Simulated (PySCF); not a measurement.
Question: Write Cartesian coordinates for `F[SiH2][SiH2][Se][SiH3]` as optimised with PBE0-D3(BJ)/def2-SVP.

Answer: 
```
atom  x, y, z in Å
F1    -3.3864    0.4626    0.7677
Si2   -2.0292   -0.4422    0.7149
Si3   -0.5592    0.2775   -0.9539
Se4    1.2185   -1.1682   -0.7479
Si5    2.2732    0.1150    0.8298
H6    -1.3583   -0.3544    2.0444
H7    -2.4219   -1.8548    0.4427
H8    -1.1191    0.1147   -2.3272
H9    -0.0985    1.6878   -0.7634
H10    3.3534   -0.7315    1.4104
H11    1.3103    0.5250    1.8951
H12    2.8560    1.3398    0.2079
```

Any rigid rotation of these coordinates is as good. Atoms count from 1 in this order. Si5 (SiH3 silicon) is tetrahedral (angles from 106.5° to 110.6°). Si3 (SiH2 silicon) is distorted tetrahedral (angles from 103.2° to 113.1°). Si2 (fluorine-bound silicon) is tetrahedral (angles from 108.2° to 112.0°).

Bonds between heavy atoms (Å): F1–Si2 1.632, Si2–Si3 2.338, Si3–Se4 2.301, Se4–Si5 2.291.

The calculation used PBE0-D3(BJ)/def2-SVP geometry optimisation, gas phase (PySCF).

Point group: C1 (no symmetry element, even within 0.4 Å). Whether it is a minimum is left open (no frequencies). The numbers are those of one conformer (F1–Si2–Si3–Se4 180°, Si2–Si3–Se4–Si5 -87°).

The run took 2.3 min of wall time on one thread, Arm Neoverse V1 (aarch64), no GPU, shared host, and the process peaked at 0.59 GiB of memory. This is the geometry optimisation.
